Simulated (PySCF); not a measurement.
What does the GFN2-xTB structure of `C=NC/C=C\CC` look like in three dimensions?

```
atom  x, y, z in Å
C1     2.742    0.166    0.412
N2     2.324    0.080   -0.761
C3     1.137    0.786   -1.159
C4     0.113   -0.231   -1.575
C5    -1.065   -0.454   -1.014
C6    -1.668    0.243    0.166
C7    -1.648   -0.674    1.391
H8     2.274    0.777    1.196
H9     3.626   -0.390    0.688
H10    1.406    1.389   -2.034
H11    0.759    1.450   -0.367
H12    0.433   -0.846   -2.405
H13   -1.680   -1.249   -1.419
H14   -2.703    0.505   -0.066
H15   -1.132    1.163    0.397
H16   -2.107   -0.180    2.244
H17   -0.624   -0.936    1.648
H18   -2.195   -1.593    1.188
```

Any rigid rotation of these coordinates is as good. Atoms count from 1 in this order. Of the pairs four or more bonds apart, H11···H15 is among the closest relative to their van der Waals radii: 2.06 Å, 86 % of the sum of Bondi's values. The 2 C–N bonds span 1.249 Å (C1=N2, drawn double) to 1.438 Å (N2–C3, drawn single), a spread of 0.189 Å. The 4 C–C bonds span 1.324 Å (C4=C5, drawn double) to 1.530 Å (C6–C7, drawn single), a spread of 0.206 Å.

Bonds between heavy atoms (Å): C1=N2 1.249, N2–C3 1.438, C3–C4 1.502, C4=C5 1.324, C5–C6 1.498, C6–C7 1.530.

Computed geometry: GFN2-xTB, gas phase.

Point group: C1 (no symmetry element, even within 0.4 Å). No frequency check. The numbers are those of one conformer (C1–N2–C3–C4 -118°, N2–C3–C4–C5 117°, C4–C5–C6–C7 -107°).
